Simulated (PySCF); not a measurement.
Spectrum to structure. The calculation used PySCF, TDDFT CAM-B3LYP/def2-SVPD, vertical, gas phase, core orbitals frozen in the response. Geometries: PBE0-D3(BJ)/def2-SVP, one conformer each. Relativistic effects are left out although some hold elements past zinc.

```json
{"state": "S1", "E (eV)": "4.44", "λ (nm)": "279.2", "f": "0.0027"}
{"state": "S2", "E (eV)": "6.98", "λ (nm)": "177.5", "f": "0.136"}
{"state": "S3", "E (eV)": "7.26", "λ (nm)": "170.7", "f": "0.0084"}
{"state": "S4", "E (eV)": "7.37", "λ (nm)": "168.2", "f": "0.199"}
{"state": "S5", "E (eV)": "7.60", "λ (nm)": "163.2", "f": "0.089"}
{"state": "S6", "E (eV)": "7.71", "λ (nm)": "160.8", "f": "0.125"}
{"state": "S7", "E (eV)": "7.91", "λ (nm)": "156.8", "f": "0.079"}
{"state": "S8", "E (eV)": "8.06", "λ (nm)": "153.9", "f": "0.011"}
{"state": "S9", "E (eV)": "8.13", "λ (nm)": "152.4", "f": "0.015"}
{"state": "S10", "E (eV)": "8.40", "λ (nm)": "147.6", "f": "0.036"}
```

**Question.** Which structure fits?
A. `FC(F)C1([C@H]2CN2)CC1`
B. `C/N=[CH]/[GeH2][C](F)(F)F`
C. `NCC#C[C@@H]1C[C@@H]1F`

**Answer.** B. Its S1, at 4.44 eV, is the lowest among the candidates; the nearest of the others has S1 at 5.96 eV. S1 is HOMO→LUMO (96%). Löwdin shares by element: HOMO nitrogen 52%, carbon 26% or more, hydrogen 7% or more (atoms not listed hold the other 15%); LUMO nitrogen 33%, carbon 30% or more, germanium 13%, hydrogen 6% or more (atoms not listed hold the other 18%). At the same level the other candidates give, for their lowest levels:
- `NCC#C[C@@H]1C[C@@H]1F`: 5.96 eV (f 0.004); 6.36 eV (f 0.019); 6.55 eV (f 0.046); 6.65 eV (f 0.007); 6.81 eV (f 0.016); T1 5.15 eV; HOMO -8.32, LUMO 1.23 eV
- `FC(F)C1([C@H]2CN2)CC1`: 6.88 eV (f 0.005); 7.76 eV (f 0.003); 8.01 eV (f 0.031); 8.09 eV (f 0.003); 8.35 eV (f 0.017); T1 6.63 eV; HOMO -8.86, LUMO 1.37 eV

Shape of the structure used: `[CH3:1]/[N:2]=[CH:3]/[GeH2:4][C:5]([F:6])([F:7])[F:8]`: N2–C3–Ge4–C5 112°, C3–Ge4–C5–F6 60°.
Triplets come from the Tamm–Dancoff approximation.
